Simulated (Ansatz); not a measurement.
Start from `[OH][Sc]([F])[Cl]` and change one atom or group to get `[OH][Sc]([Cl])[Cl]`.

Ansatz, PBE0-D4/def2-TZVP geometries, multiplicity 1. Each molecule was computed in one conformer, which needn't be the lowest.

Scalar relativity is left out up to krypton.

| property | `[OH][Sc]([F])[Cl]` |
| --- | --- |
| HOMO–LUMO gap (B3LYP/def2-TZVPP) / eV | 5.77 |
| HOMO–LUMO gap (ωB97M-V/def2-TZVPP) / eV | 10.39 |
| size of the dipole moment (B3LYP/def2-TZVPP) / D | 2.87 |
| LUMO energy (PBE/def2-TZVPP) / eV | -3.34 |
| LUMO energy (B3LYP/def2-TZVPP) / eV | -2.81 |
| LUMO energy (PBE0/def2-TZVPP) / eV | -2.41 |

**Question.** What does the change do to each property? (Estimate.)

**Answer.** Ansatz gave: 
```tsv
property	`[OH][Sc]([Cl])[Cl]`	shift
HOMO–LUMO gap (B3LYP/def2-TZVPP) / eV	5.56	-0.21
HOMO–LUMO gap (ωB97M-V/def2-TZVPP) / eV	10.20	-0.19
size of the dipole moment (B3LYP/def2-TZVPP) / D	3.02	0.15
LUMO energy (PBE/def2-TZVPP) / eV	-3.57	-0.23
LUMO energy (B3LYP/def2-TZVPP) / eV	-3.01	-0.20
LUMO energy (PBE0/def2-TZVPP) / eV	-2.62	-0.21
```

Dipoles are sizes alone; their direction can turn.

B3LYP here is the variant with VWN-RPA as its local correlation; programs differ in this.
